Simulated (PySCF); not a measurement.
# Excitation energy of Ne+ by level of theory

Ne+ [He] 2s2 2p5 (2P) → Ne+ [He] 2s1 2p6 (2S), as a difference of total energies. Computed with PySCF 2.14 in ANO-RCC-VTZP (4s3p2d1f, 30 functions), with the spin-free X2C one-electron Hamiltonian (Gaussian nucleus). Correlated levels: valence: 1s2 frozen; valence and next inner shell: nothing frozen. The calculations carry no spin-orbit coupling.

Order these methods by the excitation energy they give, lowest first.
A. MP2 (valence)
B. HSE06
C. SCS-MP2 (valence and next inner shell)
D. PBE0

B (202680 cm⁻¹), D (203080 cm⁻¹), C (221050 cm⁻¹), A (222550 cm⁻¹).

Errors of the correlated levels include the incompleteness of this basis and the frozen core.

For comparison: 216790 cm⁻¹ (measured; NIST levels, between the centres of gravity of the two terms).
